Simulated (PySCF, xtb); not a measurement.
Sn(nBu)(OH)3 (C4H12O3Sn), SMILES C(C[CH2][Sn]([OH])([OH])[OH])C. The values are those of a single conformer.

Harmonic wavenumbers (cm⁻¹) from xtb with GFN2-xTB at its own minimum, in rising order: 20, 53, 58, 96, 118, 122, 142, 148, 160, 180, 185, 225, 235, 279, 376, 398, 470, 471, 570, 705, 782, 787, 801, 802, 892, 936, 1000, 1064, 1096, 1101, 1154, 1199, 1257, 1280, 1294, 1354, 1416, 1423, 1481, 1494, 1501, 1504, 2963, 2974, 2978, 2983, 2986, 2986, 3037, 3038, 3043, 3642, 3643, 3648.

What does PBE0-D3(BJ)/def2-SVP (PySCF) give at its own minimum? (An estimate is asked for; the answer gives what the named calculation found.)

13, 55, 66, 105, 109, 125, 166, 169, 180, 200, 208, 248, 254, 299, 389, 603, 629, 631, 638, 688, 752, 830, 835, 837, 875, 907, 1025, 1047, 1092, 1104, 1176, 1211, 1291, 1310, 1326, 1385, 1404, 1436, 1462, 1469, 1470, 1481, 3042, 3050, 3052, 3081, 3084, 3105, 3142, 3150, 3151, 3882, 3883, 3886. Paired by order, the mean absolute difference is 54 cm⁻¹ and the zero-point energies are 98.0 and 101.5 kcal/mol.
